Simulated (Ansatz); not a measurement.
Conformers of `N[SiH](O)[Si](N)(Cl)Cl`, each relaxed with PBE0-D4/def2-TZVP in Ansatz. CBS adds the triple-zeta coupled-cluster correction to the MP2 limit.

Not all of them had a frequency check.

Conformer A:

```xyz
13

N     0.452    1.811    0.522
Si    0.906    0.186    0.828
O     0.784   -0.385    2.368
Si   -0.550   -1.002   -0.556
N    -0.435   -0.521   -2.175
Cl   -2.423   -0.627    0.304
Cl   -0.353   -3.045   -0.522
H     1.064    2.573    0.769
H    -0.515    2.089    0.583
H     2.341    0.065    0.491
H    -0.096   -0.565    2.704
H    -0.881   -1.029   -2.923
H    -0.296    0.452   -2.394
```

Conformer B:

```xyz
13

N    -2.050   -0.655    0.702
Si   -0.438   -1.062    0.346
O     0.613   -1.260    1.607
Si    0.344    0.716   -0.967
N     1.929    1.122   -0.505
Cl   -0.802    2.409   -0.651
Cl    0.134    0.297   -2.981
H    -2.370    0.298    0.729
H    -2.725   -1.306    1.065
H    -0.392   -2.379   -0.327
H     0.783   -0.493    2.157
H     2.578    0.379   -0.298
H     2.397    1.934   -0.879
```

Task: Which is lowest in electronic energy at CCSD(T)/CBS (frozen core, def2 sets), and by how much? (Best estimate.)

Result: Ansatz gave: A; B lies 1.3 kJ/mol higher. Gaps under about 2 kJ/mol don't settle the order.

Task: Give the energies relative to A (kJ/mol) with B3LYP-D4/def2-TZVPP, ωB97M-V/def2-TZVPP, PBE/def2-TZVPP, SCS-MP2/def2-TZVPP, CCSD(T)/def2-TZVPP, HF/def2-QZVPP, CCSD/CBS(def2). (Estimate.)

Result: Computed: 
| level | B |
| --- | --- |
| B3LYP-D4/def2-TZVPP | 1.6 |
| ωB97M-V/def2-TZVPP | 1.5 |
| PBE/def2-TZVPP | 1.3 |
| SCS-MP2/def2-TZVPP | 2.1 |
| CCSD(T)/def2-TZVPP | 2.0 |
| HF/def2-QZVPP | 1.9 |
| CCSD/CBS(def2) | 1.2 |

B3LYP here is the variant with VWN-RPA as its local correlation; programs differ in this.
